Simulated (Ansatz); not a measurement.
`[Cl][SnH2][Br]` and `[Cl][SnH3]` differ in one atom or group.

Ansatz, PBE0-D4/def2-TZVP geometries, multiplicity 1. 

Elements past krypton have def2 core potentials. Scalar relativity is left out up to krypton.

```
                                                                                  property  `[Cl][SnH2][Br]`
ideal-gas entropy at 298 K and 1 bar (rigid rotor, harmonic PBE0-D4/def2-TZVP) / J/(mol·K)               332
                                                     HOMO–LUMO gap (B3LYP/def2-TZVPP) / eV              6.41
                                                       LUMO energy (B3LYP/def2-TZVPP) / eV             -1.87
                                            zero-point energy (PBE0-D4/def2-TZVP) / kJ/mol              41.5
                                                      HOMO–LUMO gap (PBE0/def2-TZVPP) / eV              6.98
                                                         LUMO energy (PBE/def2-TZVPP) / eV             -2.47
```

Task: Give the same properties after the change, and the shifts. (Best estimate.)

Result: Ansatz gave: 
```
                                                                                  property  `[Cl][SnH3]`  shift
ideal-gas entropy at 298 K and 1 bar (rigid rotor, harmonic PBE0-D4/def2-TZVP) / J/(mol·K)           276    -56
                                                     HOMO–LUMO gap (B3LYP/def2-TZVPP) / eV          7.23   0.82
                                                       LUMO energy (B3LYP/def2-TZVPP) / eV         -1.14   0.73
                                            zero-point energy (PBE0-D4/def2-TZVP) / kJ/mol          56.2   14.7
                                                      HOMO–LUMO gap (PBE0/def2-TZVPP) / eV          7.76   0.78
                                                         LUMO energy (PBE/def2-TZVPP) / eV         -1.70   0.77
```

With PBE0 the HOMO falls by 0.08 eV and the LUMO rises by 0.70 eV, so the gap widens by about 0.78 eV. PBE moves the HOMO by 0.00 eV and ωB97M-V by -0.11 eV.

B3LYP here is the variant with VWN-RPA as its local correlation; programs differ in this.

Spin–orbit coupling is left out; it splits and shifts lone-pair levels of the heavy atoms by tenths of an eV.
